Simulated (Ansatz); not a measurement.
Species: N-germyl-N-methylmethanamine, C₂H₉GeN (charge 0, singlet). 
Coordinates optimised at B3LYP-D3(BJ)/def2-TZVP (Ansatz, a quantum-chemistry and plane-wave program):
SMILES: C[N](C)[GeH3]
```xyz
13

C     -1.9318    -0.4455    -0.1103
N     -0.7558     0.1895     0.4568
C     -0.9414     1.6131     0.6741
Ge     0.8845    -0.3433    -0.2158
H     -2.2126    -0.0458    -1.0986
H     -1.7721    -1.5201    -0.2138
H     -2.7895    -0.3004     0.5556
H     -0.0567     2.0453     1.1448
H     -1.7894     1.7782     1.3477
H     -1.1439     2.1754    -0.2522
H      0.9189    -1.8787    -0.1508
H      1.9632     0.2918     0.6763
H      1.1072     0.1089    -1.6837
```
Charge 0, spin multiplicity 1.

Wanted: vertical ionisation energy (to the doublet state of charge +1; each state is the SCF solution reached for its spin), in eV. Valence correlation only, unless marked. UHF or UKS for open shells. No spin-orbit coupling. Frozen are the shells of the preceding noble gas and the d and f shells that filled before the atom's block. Non-relativistic. Basis-set limits of correlation are two-point, X^-3; Hartree-Fock from the larger set. The bracket is a focal-point correction in the basis named.

```
level                 program  vertical ionisation energy (eV)
--------------------  -------  -------------------------------
HF/aug-cc-pVDZ         Ansatz                             7.02
HF/aug-cc-pVTZ         Ansatz                             7.03
PBE/def2-TZVPD         Ansatz                             8.07
PBE0/def2-TZVPD        Ansatz                             8.14
CAM-B3LYP/def2-TZVPD   Ansatz                             8.25
wB97X-V/def2-TZVPD     Ansatz                             8.26
B2PLYP/def2-TZVPD      Ansatz                             8.24
```

Question: What does RI-MP2/CBS(aug-cc-pVTZ,aug-cc-pVQZ)+[CCSD(T)-MP2]/aug-cc-pVTZ (Ansatz) give?

Answer: 8.45 eV
